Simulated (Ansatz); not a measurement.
## A ladder of methods for InH2Cl (SMILES [H][In]([H])[Cl])

InH2Cl: 4 atoms, total charge 0, spin state singlet. SMILES: `[H][In]([H])[Cl]`. The shape comes from GFN2-xTB, which is rough for such elements, and wasn't checked as a minimum.

```xyz
4

In    0.0702    0.1178   -0.0004
H     1.7830    0.1014    0.0114
H    -0.7551    1.6185   -0.0199
Cl   -1.0981   -1.8377    0.0089
```

Each level gives the energy change with the In1–H2 bond stretched from 1.713 to 4.282 Å (eV). The values are calculated.

```json
{"level": "SVWN5/STO-3G (restricted)", "kind": "LDA", "program": "Ansatz", "value (eV)": "6.49", "less CCSDT/STO-3G": "+2.15", "CPU time (all runs)": "3.6 s"}
{"level": "revPBE/STO-3G (restricted)", "kind": "GGA", "program": "Ansatz", "value (eV)": "6.11", "less CCSDT/STO-3G": "+1.77", "CPU time (all runs)": "4.5 s"}
{"level": "BHLYP/STO-3G (restricted)", "kind": "global hybrid", "program": "Ansatz", "value (eV)": "7.86", "less CCSDT/STO-3G": "+3.52", "CPU time (all runs)": "4.7 s"}
{"level": "r2SCAN0/STO-3G (restricted)", "kind": "hybrid meta-GGA", "program": "Ansatz", "value (eV)": "7.35", "less CCSDT/STO-3G": "+3.01", "CPU time (all runs)": "12 s"}
{"level": "CAM-B3LYP/STO-3G (restricted)", "kind": "range-separated hybrid", "program": "Ansatz", "value (eV)": "7.73", "less CCSDT/STO-3G": "+3.39", "CPU time (all runs)": "5.2 s"}
{"level": "wB97X/STO-3G (restricted)", "kind": "range-separated hybrid", "program": "Ansatz", "value (eV)": "8.16", "less CCSDT/STO-3G": "+3.82", "CPU time (all runs)": "17 s"}
{"level": "B2PLYP/STO-3G (restricted)", "kind": "double hybrid", "program": "Ansatz", "value (eV)": "6.08", "less CCSDT/STO-3G": "+1.74", "CPU time (all runs)": "6.3 s"}
{"level": "RPA@PBE/STO-3G (restricted)", "kind": "RPA", "program": "Ansatz", "value (eV)": "5.21", "less CCSDT/STO-3G": "+0.87", "CPU time (all runs)": "8.6 s"}
{"level": "MP2/STO-3G (restricted)", "kind": "perturbation theory", "program": "Ansatz", "value (eV)": "5.69", "less CCSDT/STO-3G": "+1.35", "CPU time (all runs)": "1.9 s"}
{"level": "CCSDT/STO-3G (restricted)", "kind": "coupled cluster or CI", "program": "Ansatz", "value (eV)": "4.34", "less CCSDT/STO-3G": "0.00", "CPU time (all runs)": "2.5 s"}
```

CCSDT/STO-3G (restricted) is the highest level here, not the true value. Its T1 diagnostic reaches 0.038, a sign that one reference may not serve. At this stretch a single reference begins to fail. All-electron rows without a relativistic Hamiltonian named are non-relativistic. The first shape isn't each level's own minimum. The values span 4.34 to 8.16 eV. All rows use very small basis sets, so none should be taken for the real molecule's value. In the correlated wave-function rows the outer d shell of In is correlated, in sets not made for it. Times are those of the runs behind each value, whatever else they computed, on shared processors of several kinds: orders of magnitude only.
